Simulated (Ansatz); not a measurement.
C₃H₁₅GeNSi₂, SMILES `C[SiH2][N]([GeH3])[SiH](C)C`. Total charge 0; spin multiplicity 1. Geometry: relaxed with PBE0-D4/def2-TZVP. It is one conformer, not always the lowest.

```xyz
22

C    -3.164    0.130   -0.455
Si   -1.580   -0.752   -0.898
N    -0.168    0.112   -0.392
Ge    0.352    1.604   -1.346
Si    0.775   -0.464    0.950
C     1.745    0.945    1.704
C     1.935   -1.834    0.434
H    -3.236    0.275    0.626
H    -3.212    1.113   -0.933
H    -4.033   -0.446   -0.784
H    -1.546   -2.088   -0.238
H    -1.546   -0.960   -2.375
H    -0.580    1.704   -2.565
H     0.221    2.872   -0.484
H     1.814    1.453   -1.805
H    -0.169   -1.003    1.973
H     2.298    0.585    2.577
H     2.476    1.361    1.005
H     1.089    1.755    2.033
H     2.502   -2.214    1.288
H     2.647   -1.479   -0.316
H     1.379   -2.670    0.001
```

Task: What is the dipole moment at r2SCAN/def2-TZVPP? (Estimate.)

Result: Computed: 0.87 D, with components (0.39, 0.77, 0.14) D in this frame, pointing from negative to positive charge.

Task: And with PBE, B3LYP, ωB97M-V? (Best estimate.)

Result: Ansatz gave: PBE 0.85 D, B3LYP 0.84 D, ωB97M-V 0.89 D.

Task: Give the Mulliken charges with r2SCAN, PBE, B3LYP in def2-TZVPP. (Estimate.)

Result: Computed: 
```
atom  r2SCAN    PBE  B3LYP
  C1   -0.29  -0.36  -0.37
 Si2    0.37   0.26   0.35
  N3   -0.43  -0.27  -0.37
 Ge4    0.17   0.14   0.16
 Si5    0.44   0.33   0.44
  C6   -0.33  -0.39  -0.41
  C7   -0.29  -0.35  -0.37
  H8    0.08   0.11   0.10
  H9    0.07   0.10   0.10
 H10    0.07   0.10   0.10
 H11   -0.09  -0.07  -0.09
 H12   -0.09  -0.08  -0.09
 H13    0.00   0.00   0.00
 H14   -0.02  -0.02  -0.02
 H15   -0.01  -0.01  -0.01
 H16   -0.10  -0.09  -0.10
 H17    0.07   0.10   0.10
 H18    0.08   0.11   0.10
 H19    0.09   0.11   0.11
 H20    0.07   0.09   0.09
 H21    0.07   0.09   0.09
 H22    0.07   0.10   0.10
```

B3LYP here is the variant with VWN-RPA as its local correlation; programs differ in this.
